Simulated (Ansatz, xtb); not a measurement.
**Relative energy of two structures of FN2Si−**

We compare a, a singlet given by its coordinates, with b, the triplet with the links of `[N-]=N[Si]F`. Both are isolated ions in the gas phase, relaxed with B3LYP-D3(BJ)/def2-SVPD; the shapes shown needn't be the lowest conformers.

a (Å):

| atom | x (Å) | y (Å) | z (Å) |
| --- | --- | --- | --- |
| F | -1.3095 | 0.8877 | 1.2978 |
| N | -0.0090 | 0.1128 | -1.0307 |
| N | 0.6616 | -0.4273 | -0.1503 |
| Si | 0.1540 | 1.3159 | 0.4443 |

Close contacts (Å): F1–Si4 1.75, N2–N3 1.23, N2–Si4 1.91, N3–Si4 1.91.

b (Å):

| atom | x (Å) | y (Å) | z (Å) |
| --- | --- | --- | --- |
| F | 1.5086 | -3.7083 | 0.7252 |
| N | -1.3721 | -3.5763 | 2.5434 |
| N | -0.2545 | -3.2476 | 2.8500 |
| Si | 1.4464 | -3.1040 | 2.3670 |

**Question.** Estimate which is lower in electronic energy at CCSD(T)/def2-TZVPPD, and by roughly how much.

**Answer.** The CCSD(T)/def2-TZVPPD calculation puts structure a lower, by 16.3 kcal/mol.

The same difference at several levels:

```tsv
level	geometry	E(b) − E(a) (kcal/mol)	departure from the last row (kcal/mol)	job, with rough time for the two
HF/STO-3G	GFN2-xTB	+10.1	−6.2	single point, 0.16 s
r2SCAN-D4/def2-SVPD	GFN2-xTB	+7.3	−9.0	single point, 1.5 s
B3LYP-D3(BJ)/def2-SVPD	B3LYP-D3(BJ)/def2-SVPD	+7.6	−8.7	optimisation, 14 s
HF/def2-TZVPPD	B3LYP-D3(BJ)/def2-SVPD	−11.9	−28.2	part of the CCSD(T) run
MP2/def2-TZVPPD	B3LYP-D3(BJ)/def2-SVPD	+31.5	+15.2	part of the CCSD(T) run
CCSD(T)/def2-TZVPPD	B3LYP-D3(BJ)/def2-SVPD	+16.3		single point, 53 s
```

HF/def2-TZVPPD puts the two in the other order. The largest departure from CCSD(T)/def2-TZVPPD is that of HF/def2-TZVPPD, 28.2 kcal/mol. At CCSD(T)/def2-TZVPPD a singlet with the links of b lies below this triplet.

With harmonic frequencies from B3LYP-D3(BJ)/def2-SVPD (ideal gas, rigid rotor, one conformer each, 298.15 K, 1 atm): the zero-point term adds −0.7 kcal/mol; ΔH is +15.9 and ΔG +14.4 kcal/mol.

The T1 diagnostic of structure a is large, so the coupled-cluster value is less sure. Open shells are spin-unrestricted, with notable spin contamination under HF/STO-3G, HF/def2-TZVPPD, MP2/def2-TZVPPD, CCSD(T)/def2-TZVPPD. The correlated steps freeze 8 core orbitals. ΔG holds the spin degeneracy. Run with Ansatz 0.2.0, xtb 6.7.1; the last row on 2 threads of Intel(R) Xeon(R) 6975P-C (Granite Rapids) on a shared host.
